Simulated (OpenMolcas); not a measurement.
## Yb3+: effect of the metal basis and ligand basis

Yb3+ with 6 ligands (bromide) in octahedral coordination (Oh) at 2.78 Å. A charge of +0.5 e stands 2.4 Å behind each ligand.

```yaml
Program: OpenMolcas 26.06
Method: CASSCF
Spin-orbit_coupling: state interaction with AMFI integrals over the reference wave functions
```

Fixed: active space 13 electrons in 7 orbitals (4f), DKH2 Hamiltonian.

States (labels of O, the rotations of Oh). Energies in cm-1 above the lowest state or level, χT in cm3 K/mol; under a threefold ground state the first gap can be a small split of the lowest multiplet, not the spin-orbit step.

```csv
Run,Metal basis,Ligand basis,Ground state,First state of that spin,First gap with spin-orbit (degeneracies),Width of lowest J,χT at 300 K,Cost
A,ANO-RCC-VDZP,ANO-RCC-VDZP,2T1,2T2 115.0,"68.9 (2, 4)",128,2.554,roughly 80 core-seconds
B,ANO-RCC-VTZP,ANO-RCC-VTZP,2T1,2T2 134.1,"81.3 (2, 4)",159,2.548,roughly 6 core-minutes
```

Against A, the width of the lowest J multiplet changes by +24.2 % in B.

Costs are those of the RASSCF and RASSI steps.

Without dynamic correlation the ligand-field splitting of an f shell can come out too small, at times by half. No measured value stands beside these numbers; the geometry is a model, was not optimised and need not be the one that this ion takes.
